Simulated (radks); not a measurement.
Results of a calculation; reference values are marked as such.
Question: These are the eigenvalues of the occupied orbitals of an atom or ion with whole-number occupations (eV). Code: a radial shooting solver on a logarithmic mesh with Libxc functionals. Model: Dirac Kohn-Sham, PBEsol, spin-unpolarised, spherical densities, finite nucleus; Fermi nuclear charge, rms radius of each element as measured or else 0.836 A^(1/3) + 0.57 fm.

orbital  eigenvalue
1s1/2     -31588.48
2s1/2     -4842.844
2p1/2     -4538.191
2p3/2     -4263.919
3s1/2     -963.5250
3p1/2     -838.1968
3p3/2     -787.0845
3d3/2     -565.7425
3d5/2     -555.0500
4s1/2     -163.9812
4p1/2     -120.8940
4p3/2     -111.1533
4d3/2      -42.4229
4d5/2      -40.9533
5s1/2      -15.1343
5p1/2       -6.5223
5p3/2       -5.7191

Which element is it, and in what charge state? The configuration may be excited. Open shells, if any, are shared by 2j + 1.

Answer: Z = 52, tellurium, charge 0: Te in [Kr] 4d10 5s2 5p4. The list shows which subshells hold electrons but not how many an open one holds; the 1s level, -1160.9 hartree, gives Z - s = 48.2 by -(Z - s)^2/2, which with screening and relativity narrows Z to a few neighbours, and the depths of the outer levels then fix element, charge and occupations together.
